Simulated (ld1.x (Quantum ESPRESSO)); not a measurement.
Values are calculated unless marked as measured or tabulated.
Potentials for Ag compared

Generated with ld1.x 7.5 (TM, RRKJ, ultrasoft, PAW), atompaw 4.2 or ONCVPSP 4.0.1. The cutoff is in Ry: for ld1.x and atompaw files where the sum of valence levels is converged to 10 mRy in a Bessel basis, for ONCV files where the hardest occupied wave has 1 mHa per electron of residual kinetic energy. The error is the largest all-electron minus pseudo excitation energy over each file’s own four to seven test configurations (ionisations up to +4, promotions, holes and added fractions of an electron), all of which were solved. The labels leave out finer settings (local radius, basis sizes, second energies), which also bear on the numbers. Spin-polarised tests are not counted. The rows are a selection from randomly drawn settings: files with unsolved tests, undetermined cutoffs or missed reference levels are left out.

```csv
potential,cutoff (Ry),largest error (meV),bound ghosts
"TM, PBE, scalar-relativistic, rc 2.25/2.55/1.65 (spd), local s, core correction no, reference 4d9 5s2 5p0",70,-181,none
"TM, PBE, scalar-relativistic, rc 1.85/2.90/1.05 (spd), local s, core correction yes, reference 4d9 5s0 5p0",90,-1119,none
"RRKJ, PBE, scalar-relativistic, rc 0.85/1.45/1.80/1.85 (spdf), local smoothed, core correction yes, reference 4s2 4p6 4d9 5s0 5p0",180,-137,none
"TM, PBE, scalar-relativistic, rc 2.30/2.30/1.85 (spd), local s, core correction no, reference 4d9.5 5s0 5p0",60,-1159,none
```

Question: Fill in the row for Ag: RRKJ, PBEsol, non-relativistic, rc 2.45/2.65/1.40 (spd), local s, core correction no, reference 4d10 5s0.5 5p0.

Answer: cutoff 70 Ry, largest error -692 meV, bound ghosts: none.

Question: Fill in the row for Ag: TM, LDA (PZ), scalar-relativistic, rc 1.85/1.70/1.80 (spd), local s, core correction yes, reference 4p6 4d10 5s1 5p0.

Answer: cutoff 60 Ry, largest error -702 meV, bound ghosts: none.
